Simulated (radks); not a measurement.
Task: These are the eigenvalues of the occupied orbitals of an atom or ion with whole-number occupations (eV). All-electron calculation, Dirac Kohn-Sham, exchange-only LDA, spin-unpolarised, spherical densities, finite nucleus; Fermi nuclear charge, rms radius of each element as measured or else 0.836 A^(1/3) + 0.57 fm. Program: a radial shooting solver on a logarithmic mesh with Libxc functionals.

1s1/2: -14139.64
2s1/2: -1870.759
2p1/2: -1693.047
2p3/2: -1639.330
3s1/2: -273.0170
3p1/2: -210.2627
3p3/2: -202.3394
3d3/2: -92.5084
3d5/2: -91.2036
4s1/2: -31.9803
4p1/2: -17.9445
4p3/2: -17.1985
4f5/2: -0.1948

Which element is it, and in what charge state? The configuration may be excited. Open shells, if any, fill j = l - 1/2 first.

Result: Z = 36, krypton, charge 0: Kr in [Ar] 3d10 4s1 4p6 4f1. The list shows which subshells hold electrons but not how many an open one holds; the 1s level, -519.62 hartree, gives Z - s = 32.2 by -(Z - s)^2/2, which with screening and relativity narrows Z to a few neighbours, and the depths of the outer levels then fix element, charge and occupations together.
